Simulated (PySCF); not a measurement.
`InChI=1S/C6H7Cl/c1-2-3-4-5-6-7/h2-6H,1H2/b4-3+,6-5+`

Molfile (atoms numbered from 1):
```
C6H7Cl
     RDKit          3D

 14 13  0  0  0  0  0  0  0  0999 V2000
   -2.4536    0.3281   -1.1386 C   0  0  0  0  0  0  0  0  0  0  0  0
   -1.4501    0.4027   -0.2499 C   0  0  0  0  0  0  0  0  0  0  0  0
   -0.1337   -0.1572   -0.4603 C   0  0  0  0  0  0  0  0  0  0  0  0
    0.8769   -0.0816    0.4351 C   0  0  0  0  0  0  0  0  0  0  0  0
    2.1875   -0.6436    0.2164 C   0  0  0  0  0  0  0  0  0  0  0  0
    3.1800   -0.5589    1.1172 C   0  0  0  0  0  0  0  0  0  0  0  0
    4.7439   -1.2255    0.8658 Cl  0  0  0  0  0  0  0  0  0  0  0  0
   -2.3219   -0.1774   -2.1003 H   0  0  0  0  0  0  0  0  0  0  0  0
   -3.4327    0.7671   -0.9346 H   0  0  0  0  0  0  0  0  0  0  0  0
   -1.6165    0.9168    0.7046 H   0  0  0  0  0  0  0  0  0  0  0  0
    0.0409   -0.6733   -1.4125 H   0  0  0  0  0  0  0  0  0  0  0  0
    0.7033    0.4343    1.3874 H   0  0  0  0  0  0  0  0  0  0  0  0
    2.3742   -1.1617   -0.7302 H   0  0  0  0  0  0  0  0  0  0  0  0
    3.0650   -0.0574    2.0817 H   0  0  0  0  0  0  0  0  0  0  0  0
  1  2  2  0
  2  3  1  0
  3  4  2  0
  4  5  1  0
  5  6  2  0
  6  7  1  0
  1  8  1  0
  1  9  1  0
  2 10  1  0
  3 11  1  0
  4 12  1  0
  5 13  1  0
  6 14  1  0
M  END
```

Computed with TDDFT CAM-B3LYP/aug-cc-pVDZ excited states, vertical, gas phase (PySCF 2.14.0). Geometry: PBE0-D3(BJ)/def2-SVP.

(1) Give the one- and two-photon strengths of the lowest singlets.

Answers

(1) δ for parallel linear polarisation; σ at the peak of a Lorentzian of half width 0.1 eV, single beam; Ω is circular over linear.
| state | E (eV) | f | photon λ (nm) | δ (au) | σ (GM) | Ω | main |
| --- | --- | --- | --- | --- | --- | --- | --- |
| S1 | 4.66 | 1.246 | 533 | 196 | 1.56 | 0.56 | HOMO→LUMO 0.98 |
| S2 | 5.53 | 0.001 | 448 | 21.4 | 0.24 | 1.50 | HOMO→LUMO+1 0.86 |
| S3 | 5.61 | 0.001 | 442 | 53.7 | 0.62 | 1.50 | HOMO→LUMO+2 0.75, HOMO→LUMO+3 0.12 |
| S4 | 5.94 | 0.008 | 417 | 207 | 2.68 | 1.50 | HOMO→LUMO+3 0.66, HOMO→LUMO+2 0.11 |
| S5 | 6.19 | 0.001 | 400 | 9220 | 129.53 | 0.64 | HOMO→LUMO+6 0.74, HOMO−1→LUMO 0.11 |
| S6 | 6.24 | 0.001 | 397 | 43.8 | 0.63 | 1.50 | HOMO→LUMO+5 0.44, HOMO→LUMO+7 0.24 |

Among these, the strongest one-photon state is S1, the strongest two-photon state S5, with a dipole change of 1.6 D (relaxed, norm of the difference vector).
